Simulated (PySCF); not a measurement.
Au⁶⁵⁺ (gold, charge +65): Hartree-Fock from Schrödinger to Dirac-Coulomb-Breit

Occupied: 1s1/2, 2s1/2, 2p1/2, 2p3/2, 3s1/2, 3p1/2. Hartree-Fock calculated with PySCF 2.14 in an even-tempered Gaussian basis (19 s from 9.7 bohr⁻², ratio 2.3; 16 p from 12 bohr⁻², ratio 2.3), Gaussian nucleus throughout. NR is non-relativistic, sf-X2C the spin-free one-electron X2C Hamiltonian, X2C adds the bare one-electron spin-orbit term, X2C-SNSO screens it by Boettger's factors, DC is four-component Dirac-Coulomb, and the Gaunt and Breit terms are added at first order (total energies over the DC spinors, levels after relaxing the spinors in that mean field). QED terms are absent. Levels marked empty are virtual spinors of this ion; the basis has s and p functions only, so 3d, which can lie below the n = 4 levels, is absent.

```
Hamiltonian  E (hartree)
        X2C  -13996.3149
   X2C-SNSO  -13994.1537
         DC  -14001.5342
   DC+Gaunt  -13982.1094
   DC+Breit  -13983.8471
```

| level (eV) | X2C | X2C-SNSO | DC | DC+Gaunt | DC+Breit |
| --- | --- | --- | --- | --- | --- |
| 1s1/2 | -86701.2 | -86703.4 | -86809.1 | -86503.1 | -86523.9 |
| 2s1/2 | -19755.5 | -19756.3 | -19772.1 | -19737.5 | -19740.3 |
| 2p1/2 | -19249.8 | -19207.1 | -19218.3 | -19159.8 | -19165.5 |
| 2p3/2 | -17289.7 | -17303.1 | -17313.9 | -17276.6 | -17282.1 |
| 3s1/2 | -7953.7 | -7954.0 | -7957.8 | -7949.1 | -7950.1 |
| 3p1/2 | -7777.8 | -7766.7 | -7769.7 | -7754.6 | -7756.5 |
| 3p3/2 (empty) | -7130.6 | -7134.3 | -7136.6 | -7127.3 | -7129.1 |
| 4s1/2 (empty) | -4167.7 | -4167.8 | -4169.2 | -4165.8 | -4166.3 |

Task: How large are the two-electron picture-change error of X2C and the Breit correction in the total energy?

Result: X2C-1e lies 5.2194 hartree above Dirac-Coulomb; Gaunt adds 19.4248 and the full Breit term 17.6871 hartree.

```
interval (eV)   X2C  X2C-SNSO    DC  DC+Gaunt  DC+Breit
2p3/2 − 2p1/2  1960      1904  1904      1883      1883
```

Weight of the small component: 1s1/2 0.0900, 2s1/2 0.0211, 2p1/2 0.0211, 2p3/2 0.0188, 3s1/2 0.00822, 3p1/2 0.00814, 3p3/2 0.00749, 4s1/2 0.00417.

Koopmans' value for the highest occupied level at DC+Breit: 7756.5 eV, against an ionisation energy of 7760 ± 30 eV (theoretical estimate listed by NIST; NIST Atomic Spectra Database, ionization energies); the former lacks relaxation, correlation, QED and recoil.

The whole ladder took 150 s of wall time on 1 thread of Neoverse-V1 (shared host), launched as `OMP_NUM_THREADS=1 python relrun2.py TASK.json OUT` (a driver that calls PySCF for each Hamiltonian).

Dirac-Coulomb iterations, started from the X2C spinors:

```
with_ssss True, with_gaunt False, with_breit False
light speed = 137.03599967994
init E= -13889.6731325313
cycle= 1 E= -14001.5308691163  delta_E= -112  |g|= 4.14  |ddm|= 0.218
cycle= 2 E= -14001.5342251688  delta_E= -0.00336  |g|= 0.0556  |ddm|= 0.0142
cycle= 3 E= -14001.5342283898  delta_E= -3.22e-06  |g|= 0.0016  |ddm|= 0.000655
cycle= 4 E= -14001.5342283927  delta_E= -2.91e-09  |g|= 8.89e-06  |ddm|= 1.6e-05
```
